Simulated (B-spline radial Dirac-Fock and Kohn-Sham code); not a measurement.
Z = 72 (hafnium), transition energy 1060 keV. These are calculated numbers from a radial finite-basis atomic code; the model is a Dirac-Hartree-Slater potential of the neutral atom with a Latter tail (no hole, which puts coefficients of high multipoles low close above an edge), finite nucleus with surface currents. Subshells that would emit electrons below 1 keV are left out, and so is internal pair formation.

Q: A pure transition shows α(K) = 0.0517, L1/L2 = 6.06 and L1/L3 = 13.0. What is its multipolarity?
A. M4
B. E2
C. E3
D. M1
E. M3
F. E1
G. M2
H. E4

A: A. For comparison, α(K), L1/L2, L1/L3 are E1 0.00125, 18.9, 21.0; E2 0.00302, 6.24, 16.6; E3 0.00630, 2.92, 13.1; E4 0.0122, 1.79, 10.1; M1 0.00607, 15.6, 114; M2 0.0148, 11.0, 78.4; M3 0.0284, 7.94, 29.2.
